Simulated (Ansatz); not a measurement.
Species: C$_{4}$H$_{12}$O$_{3}$Si, SMILES `COC([SiH3])(OC)OC` (charge 0, multiplicity 1).

Task: Give a relaxed geometry from PBE0-D4/def2-SVP (Ansatz, a quantum-chemistry and plane-wave program).

Result: This is not unique; one that fits is the end point of this relaxation, one of several conformers (outside a Z-matrix the atoms follow the SMILES, hydrogens last).
Cartesian coordinates (Å) in one orientation:
```xyz
20

C     -0.220     2.051     1.168
O      0.691     1.059     0.774
C      0.218     0.085    -0.090
Si    -0.063     0.778    -1.896
O     -0.901    -0.482     0.530
C     -1.587    -1.449    -0.215
O      1.227    -0.842    -0.280
C      1.811    -1.373     0.895
H     -0.607     2.622     0.303
H      0.327     2.744     1.821
H     -1.075     1.626     1.716
H     -1.330     1.569    -1.994
H      1.092     1.666    -2.209
H     -0.129    -0.339    -2.881
H     -2.360    -1.877     0.438
H     -0.916    -2.256    -0.557
H     -2.087    -1.012    -1.101
H      2.424    -2.227     0.580
H      2.446    -0.627     1.396
H      1.039    -1.716     1.602
```
